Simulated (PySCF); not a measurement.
Mn⁺ (manganese, charge +1) across methods

[Ar] 3d4 4s1 4p1, one real determinant (an excited configuration). Calculation: PySCF 2.14, in x2c-TZVPPall with one added diffuse shell each of s, p, d, f type (7s6p5d3f1g, 80 functions); the spin-free X2C one-electron Hamiltonian (Gaussian nucleus). The B2PLYP total includes its PT2 part (frozen core); its orbital energies are those of the SCF part.

```
method  E (hartree)  mean ε 3d α (eV)  mean ε 4s α (eV)  mean ε 4p α (eV)  Σ⟨r²⟩ (bohr²)    ⟨S²⟩
   PBE    -1157.637           -23.129           -15.051            -9.891          32.77  12.000
   LDA    -1155.422           -23.287           -15.256            -9.917          32.66  12.000
r2SCAN    -1157.860           -23.743           -15.358           -10.080          32.57  12.001
B2PLYP    -1157.616           -28.388           -16.941           -11.465          32.88  12.001
  PBE0    -1157.676           -25.781           -16.078           -10.790          32.72  12.001
   UHF  -1156.81051           -33.005           -18.716           -12.993          33.14  12.001
```

⟨L²⟩ = 8.01 against 12 for a pure F term, so this real determinant mixes terms.
